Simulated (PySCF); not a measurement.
## Exercise with solution: dipole moment from atomic charges

Al(AsH2)(H)2 (AlAsH₄), SMILES [AlH2][AsH2]. Atoms are numbered in the order given.

```xyz
6

Al    -1.6696     0.0085     0.0000
As     0.7568    -0.0614     0.0000
H      0.8210     0.9798     1.1084
H      0.8210     0.9798    -1.1084
H     -2.4561    -0.0223    -1.3776
H     -2.4561    -0.0223     1.3776
```

Geometry: PBE0-D3(BJ)/def2-TZVP.

Charges (e) from PySCF with B3LYP/def2-TZVPD:

| atom | ESP fit | IAO |
|---|---|---|
| Al1 | 0.712 | 0.588 |
| As2 | -0.223 | -0.143 |
| H3 | 0.015 | -0.017 |
| H4 | 0.015 | -0.017 |
| H5 | -0.260 | -0.205 |
| H6 | -0.260 | -0.205 |

The dipole moment of the full density is 0.35 D.

### Question
What dipole moment does each set of point charges give, and which comes closer to that of the density?

### Answer

μ = Σ q r, and 1 e Å = 4.8032 D.
ESP fit: Σ q r = (-0.056, 0.061, 0.000) e Å, |μ| = 0.40 D.
IAO: Σ q r = (-0.111, -0.010, 0.000) e Å, |μ| = 0.53 D.
ESP fit comes closer in size. Point charges leave out the atoms' own dipoles (lone pairs, polarised bonds); fits to the potential absorb them, partitions of the density don't.
